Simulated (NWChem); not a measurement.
System: BiF2, doublet; SMILES [F][Bi][F]

```xyz
3

Bi     0.0000     0.0000     0.2413
F     -1.5154     0.0000    -1.1126
F      1.5154     0.0000    -1.1126
```
Atoms are numbered in this order, from 1.

Results from NWChem. Spin-unrestricted. In the optimisation the excess spin sits in b2 (C2v, its own frame). Coordinates come from a PBE0/def2-SVP, spin-unrestricted optimisation. This spin state was assumed; another may lie lower. No stability test was run on the SCF state. def2 effective core potentials on Bi; no spin-orbit coupling.

Task: Order these by “dipole (D)”, lowest first: B3LYP/def2-SVPD; B3LYP/def2-TZVP; B3LYP/def2-SVP.

Result: B3LYP/def2-SVP (4.30), B3LYP/def2-TZVP (4.48), B3LYP/def2-SVPD (4.56)
